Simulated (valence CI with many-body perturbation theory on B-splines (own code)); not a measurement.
**Energy levels of Yb³⁹⁺**

Level of theory: relativistic CI+MBPT: three valence electrons over a frozen Dirac-Fock core [Ar] 3d10, radial functions for each j: 11 s, 11 p, 9 d, 7 f, 5 g, 2 h, 1 i, with the one-electron correlation potential Σ1 (screened to all orders), the two-electron term Σ2, the three-electron term Σ3, Breit, model QED; selected single and double excitations, second order for the rest (own B-spline code, finite nucleus).

The last digits are not significant, and no measured levels were compared; by estimate large intervals hold to a few tenths of a per cent, small ones and those within an open d or f shell to about a per cent.

Levels 46 to 67 of 67, with energies above the lowest level, (4s^2 4p1/2) J=1/2. "Leading %" is the weight of the configuration and term that name the level; weights of strongly mixed levels are sums over their largest components and can fall short. In the jj column 3d3/2^4 stands for four electrons in 3d with j = 3/2. Lifetimes count E1, E2, E3, M1 and M2 decay at the calculated energies, and are blank where another channel may lead or the interval is too uncertain; long ones can be off by a factor of two.

```
No.  Configuration  Term    J  E (eV)  Leading %  Second component      g  Lifetime                Leading jj
 46         4p2 4d    2G  7/2  453.79         40    21 % 4p2 4d 2F  1.016   15.2 ps  4p1/2 4p3/2 4d3/2 (73 %)
 47         4p2 4d    4F  3/2  455.92         38    28 % 4p2 4d 2P  0.926   2.89 ps  4p1/2 4p3/2 4d3/2 (95 %)
 48         4p2 4d    4D  1/2  456.65         82    15 % 4p2 4d 2P  0.153   2.83 ps  4p1/2 4p3/2 4d3/2 (99 %)
 49       4s 4p 4f    4G  5/2  463.18         31    19 % 4p2 4d 2F  0.890   2.17 ps     4s 4p1/2 4f5/2 (66 %)
 50       4s 4p 4f    4F  7/2  464.18         22  21 % 4s 4p 4f 4D  1.262   32.2 ps     4s 4p1/2 4f7/2 (58 %)
 51       4s 4p 4f    4G  5/2  467.01         42  14 % 4s 4p 4f 2F  0.875   1.93 ps     4s 4p1/2 4f5/2 (62 %)
 52         4p2 4d    2G  9/2  469.95         27    19 % 4p2 4d 4F  1.202   34.9 ps     4s 4p1/2 4f7/2 (52 %)
 53         4p2 4d    2D  3/2  469.97         34    15 % 4p2 4d 4D  1.005   1.23 ps  4p1/2 4p3/2 4d3/2 (67 %)
 54       4s 4p 4f    4G  7/2  470.21         49    10 % 4p2 4d 4F  1.059   2.88 ps     4s 4p1/2 4f5/2 (42 %)
 55       4s 4p 4f    4F  3/2  472.70         43  22 % 4s 4p 4f 2D  0.716   1.80 ps     4s 4p1/2 4f5/2 (72 %)
 56         4p2 4d    2F  7/2  472.88         33  22 % 4s 4p 4f 2G  1.119   2.75 ps  4p1/2 4p3/2 4d5/2 (45 %)
 57       4s 4p 4f    4F  5/2  472.94         27  21 % 4s 4p 4f 2F  1.121   3.27 ps     4s 4p1/2 4f7/2 (69 %)
 58         4p2 4d    4P  1/2  473.08         39    29 % 4p2 4d 2P  1.812    935 fs  4p1/2 4p3/2 4d3/2 (94 %)
 59         4p2 4d    4P  5/2  475.63         30    18 % 4p2 4d 4F  1.215   1.47 ps  4p1/2 4p3/2 4d5/2 (43 %)
 60         4p2 4d    2P  3/2  477.26         49    34 % 4p2 4d 4P  1.430   1.80 ps  4p1/2 4p3/2 4d5/2 (86 %)
 61         4p2 4d    2G  9/2  477.40         32  18 % 4s 4p 4f 4G  1.186   2.96 ps  4p1/2 4p3/2 4d5/2 (49 %)
 62       4s 4p 4f    4D  7/2  477.59         32    24 % 4p2 4d 4F  1.282   1.92 ps     4s 4p1/2 4f7/2 (59 %)
 63         4p2 4d    2D  5/2  478.71         53    22 % 4p2 4d 4D  1.194   1.97 ps  4p1/2 4p3/2 4d5/2 (83 %)
 64         4p2 4d    2D  3/2  490.23         65    14 % 4p2 4d 2P  0.897   1.94 ps  4p1/2 4p3/2 4d5/2 (91 %)
 65         4p2 4d    2P  1/2  491.03         60    32 % 4p2 4d 2S  1.110   1.78 ps  4p1/2 4p3/2 4d5/2 (93 %)
 66         4p2 4d    2G  7/2  492.39         29    28 % 4p2 4d 2F  1.013   1.73 ps  4p1/2 4p3/2 4d5/2 (50 %)
 67         4p2 4d    2F  5/2  496.40         22    18 % 4p2 4d 2D  1.085   1.06 ps  4p1/2 4p3/2 4d5/2 (46 %)
```
